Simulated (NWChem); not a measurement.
# silacyclobutane (C3H8Si); SMILES [SiH2]1CCC1

```xyz
12

C     -0.1939     1.3395     0.0000
C      0.1580     0.4158    -1.1982
Si    -0.0693    -1.0380     0.0000
C      0.1580     0.4158     1.1982
H      0.3197     2.3160     0.0000
H     -1.2761     1.5503     0.0000
H      1.2172     0.5213    -1.4850
H     -0.4572     0.5257    -2.1023
H     -1.4563    -1.6006     0.0000
H      0.9021    -2.1780     0.0000
H      1.2172     0.5213     1.4850
H     -0.4572     0.5257     2.1023
```
Atoms are numbered in this order, from 1.

Results from NWChem. Pople sets run with spherical d functions. Structure relaxed at the PBE0/def2-SVP level. Level: B3LYP/6-31G* with SMD (1 M gas to 1 M solution), gas-phase geometry. Reactions with the solvent are ignored.

```
solvent          dielectric constant  solvation free energy (kcal/mol)  cavity-dispersion-structure term (kcal/mol)  dipole in solution (D)
---------------  -------------------  --------------------------------  -------------------------------------------  ----------------------
water                           78.4                               2.0                                          2.9                    0.81
methanol                        32.6                              -1.6                                         -0.8                    0.80
1-octanol                       9.86                              -1.4                                         -0.7                    0.78
ethylene glycol                 40.2                               0.3                                          1.2                    0.80
cyclohexanone                   15.6                              -1.2                                         -0.4                    0.79
```
